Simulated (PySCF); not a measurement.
**Frontier orbitals and the lowest excitations**

Species: C4H9FO2Si.
Structure used (GFN2-xTB), in Å, numbered top down from 1:
```xyz
17
C4H9FO2Si angstrom
F      3.7537   -0.1721   -0.0619
C      2.5855   -0.1776   -0.7965
Si     1.1134    0.1401    0.3608
O      0.2192   -1.2199    0.4712
C     -1.1742   -1.1253    0.6315
C     -1.7895   -0.1219   -0.3380
C     -1.2082    1.2708   -0.1195
O      0.1822    1.2938   -0.3224
H      2.6987    0.6038   -1.5492
H      2.5444   -1.1482   -1.2932
H      1.5500    0.5657    1.6897
H     -1.3990   -0.8295    1.6635
H     -1.5795   -2.1263    0.4565
H     -1.5623   -0.4381   -1.3574
H     -2.8700   -0.0954   -0.2009
H     -1.4288    1.6070    0.9006
H     -1.6424    1.9851   -0.8253
```

The calculation used PySCF 2.14.0, density-fitted response routines, TDDFT B3LYP/def2-SVPD, vertical, gas phase, core orbitals frozen in the response.

Kohn–Sham orbitals with the atoms that hold most of them (Löwdin shares over 4%, at most four atoms; ? is withheld):

```
orbital  ε (eV)                             atoms
 HOMO-3   -8.82    F1 26%, C2 18%, Si3 10%, O4 9%
 HOMO-2   -8.53      O8 30%, O4 29%, C7 9%, C5 9%
 HOMO-1   -8.11     O4 29%, O8 29%, C6 13%, C5 9%
   HOMO   -7.77                                 ?
   LUMO    0.13                                 ?
 LUMO+1    0.49    C2 21%, Si3 17%, F1 11%, H9 8%
 LUMO+2    0.77  Si3 25%, O8 14%, H11 13%, O4 11%
```

Q: Give the leading atoms of the LUMO.

A: Si3 (bonded to C, 2 O and H) 15%; C7 (bonded to C, O and 2 H) 10%; C6 (bonded to 2 C and 2 H) 9%; C5 (bonded to C, O and 2 H) 9%. By element: carbon 28% or more, silicon 15%.

Q: Which atoms hold the HOMO, and with what shares?

A: O4 (bonded to C and Si) 18%; O8 (bonded to C and Si) 17%; Si3 (bonded to C, 2 O and H) 14%; C2 (bonded to F, Si and 2 H) 12%. By element: oxygen 36%, silicon 14%, carbon 12% or more.

Q: The HOMO–LUMO gap is 7.90 eV. Where does the response calculation put the lowest singlet, and from which orbitals?

A: S1 is at 6.94 eV (f = 0.026), 0.96 eV below the gap, made of HOMO→LUMO (86%), HOMO→LUMO+1 (11%). Without the coupling terms of the response equations the lowest excitation would equal the gap.

Q: One configuration dominates each of S1, S2, S5 and S6. Which, and how do the shares of the two leading atoms of either orbital change from the occupied to the empty one?

A: 
- S1 (6.94 eV, f 0.026), HOMO→LUMO (86%): O4 18% → at most 9%, O8 17% → at most 9%, Si3 14% → 15%, C7 at most 13% → 10%
- S2 (7.30 eV, f 0.0002), HOMO-1→LUMO (88%): O4 29% → at most 9%, O8 29% → at most 9%, Si3 at most 9% → 15%, C7 at most 9% → 10%
- S5 (7.66 eV, f 0.0040), HOMO-2→LUMO (90%): O8 30% → at most 9%, O4 29% → at most 9%, Si3 at most 9% → 15%, C7 9% → 10%
- S6 (7.76 eV, f 0.0034), HOMO-1→LUMO+1 (83%): O4 29% → at most 8%, O8 29% → at most 8%, C2 at most 9% → 21%, Si3 at most 9% → 17%

Hardware: one thread of an Arm Neoverse N1 (shared host). Cost: 1.9 min of wall time (grids of density and orbitals included), 0.91 GiB resident at most.

One conformer stands for the species.
